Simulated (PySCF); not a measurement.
# 2 SbH₃ → SbH₂ + SbH₄

Level: PBE0 in the def2-TZVP basis family, computed in PySCF with density fitting; scalar-relativistic core potentials for atoms from Rb on, none lighter, no spin–orbit coupling; open shells unrestricted.

| species | state and structure | E (Eh) | ZPE (kJ/mol) | H(298 K) − H(0) (kJ/mol) | S° (J/(mol K)) |
| --- | --- | --- | --- | --- | --- |
| SbH₃ | singlet, C3v, Sb–H 1.708 Å (×3); H–Sb–H 91.4° (×3) | -242.02994 | 50.3 | 10.5 | 232.7 |
| SbH₂ | doublet, C2v, Sb–H 1.712 Å (×2); H–Sb–H 90.3° | -241.42088 | 28.5 | 10.1 | 234.4 |
| SbH₄ | doublet, C2v, Sb–H 1.696 Å (×2), Sb–H 1.830 Å (×2); H–Sb–H 91.8° (×4), H–Sb–H 96.0°, H–Sb–H 174.6° | -242.54343 | 61.2 | 11.6 | 251.1 |

(1) What is the electronic reaction energy?

(2) Add zero-point, thermal and entropy terms for 298.15 K and 1 bar.

## Answers

(1) At PBE0/def2-TZVP, ΔE = 250.9 kJ/mol from the differences of the total energies times 2625.5, uphill. The bond broken in SbH₃ is stronger than the one that a second molecule gains.

(2) ΔZPE = -10.9 and Δ[H(298) − H(0)] = 0.7 kJ/mol give ΔH° = 240.7 kJ/mol. ΔS° = 20.1 J/(mol K), so ΔG° = 240.7 − 298.15 × (0.0201) = 235 kJ/mol.

The structures come from searches over a few start shapes, so lower isomers are not excluded.
